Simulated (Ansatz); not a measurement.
`C[S][Sn]([Cl])([S]C)[S]C`. Charge 0, multiplicity 1. Sn takes the def2 core potential. The geometry is a stationary point of PBE0-D4/def2-TZVP. It is one conformer, not always the lowest.

```xyz
17

C    -0.114   -0.734   -2.281
S    -1.381   -0.369   -1.027
Sn    0.094    0.242    0.747
Cl   -1.386    0.751    2.482
S     1.397    2.148    0.190
C     0.032    3.287   -0.197
S     1.511   -1.559    1.372
C     0.217   -2.783    1.742
H     0.483    0.148   -2.510
H     0.535   -1.550   -1.963
H    -0.652   -1.040   -3.178
H     0.497    4.198   -0.572
H    -0.621    2.877   -0.967
H    -0.544    3.522    0.697
H    -0.360   -2.488    2.618
H     0.737   -3.717    1.954
H    -0.446   -2.931    0.890
```

(1) What is the dipole moment at PBE/def2-TZVPP? (Estimate.)

(2) And with r2SCAN, B3LYP, ωB97M-V? (Best estimate.)

(3) Give the Mulliken charges with PBE, B3LYP, ωB97M-V in def2-TZVPP. (Best estimate.)

## Answers

(1) Ansatz gave: 2.24 D, with components (0.14, -0.68, -2.13) D in this frame, pointing from negative to positive charge.

(2) Computed: r2SCAN 2.32 D, B3LYP 2.27 D, ωB97M-V 2.23 D.

(3) The calculation gave: 
| atom | PBE | B3LYP | ωB97M-V |
| --- | --- | --- | --- |
| C1 | -0.25 | -0.27 | -0.34 |
| S2 | -0.28 | -0.30 | -0.23 |
| Sn3 | 0.79 | 0.90 | 0.69 |
| Cl4 | -0.33 | -0.36 | -0.32 |
| S5 | -0.28 | -0.29 | -0.22 |
| C6 | -0.25 | -0.27 | -0.34 |
| S7 | -0.28 | -0.29 | -0.22 |
| C8 | -0.25 | -0.27 | -0.34 |
| H9 | 0.13 | 0.13 | 0.15 |
| H10 | 0.13 | 0.13 | 0.15 |
| H11 | 0.12 | 0.12 | 0.14 |
| H12 | 0.12 | 0.12 | 0.14 |
| H13 | 0.12 | 0.13 | 0.14 |
| H14 | 0.13 | 0.14 | 0.15 |
| H15 | 0.13 | 0.14 | 0.15 |
| H16 | 0.12 | 0.12 | 0.14 |
| H17 | 0.12 | 0.13 | 0.14 |

B3LYP here is the variant with VWN-RPA as its local correlation; programs differ in this.
